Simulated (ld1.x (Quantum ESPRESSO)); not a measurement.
An all-electron radial function and its pseudo partner (cadmium (Cd))

Columns: radius, all-electron u(r) and pseudo u(r) of the 5p shell (level -1.85 eV) of cadmium in the configuration [Kr] 4d10 5s1.5 5p0.5; LDA (PZ), scalar-relativistic, PAW scheme, ld1.x (Quantum ESPRESSO) 7.5.

```csv
r (bohr),all-electron,pseudo
0.150,-0.0246,-0.0043
0.300,-0.1079,-0.0169
0.450,0.0325,-0.0372
0.600,0.1566,-0.0644
0.750,0.1924,-0.0973
0.900,0.1574,-0.1343
1.050,0.0840,-0.1741
1.200,-0.0035,-0.2152
1.350,-0.0912,-0.2562
1.500,-0.1722,-0.2957
1.650,-0.2436,-0.3329
1.800,-0.3046,-0.3670
1.950,-0.3556,-0.3974
2.100,-0.3975,-0.4240
2.250,-0.4310,-0.4467
2.400,-0.4573,-0.4656
2.550,-0.4773,-0.4810
2.700,-0.4919,-0.4930
2.850,-0.5016,-0.5018
3.000,-0.5074,-0.5074
3.150,-0.5096,-0.5096
3.300,-0.5089,-0.5089
3.450,-0.5057,-0.5057
3.600,-0.5004,-0.5004
3.750,-0.4933,-0.4933
3.900,-0.4847,-0.4847
```

Task: How many radial nodes do the two functions have?

Result: The all-electron 5p function has n − l − 1 = 3 (the table is too coarse to show those close to the nucleus); the pseudo-wave has 0, since the states of the same l below it are removed with the core.

Task: At about which radius was the pseudo-wave matched?

Result: 3.00 bohr, where the columns begin to agree (steps of 0.15 bohr).

Task: Is the pseudo-wave norm-conserving?

Result: No, it belongs to a PAW set: the norm inside the radius is not constrained, and the difference is carried by the augmentation charge.
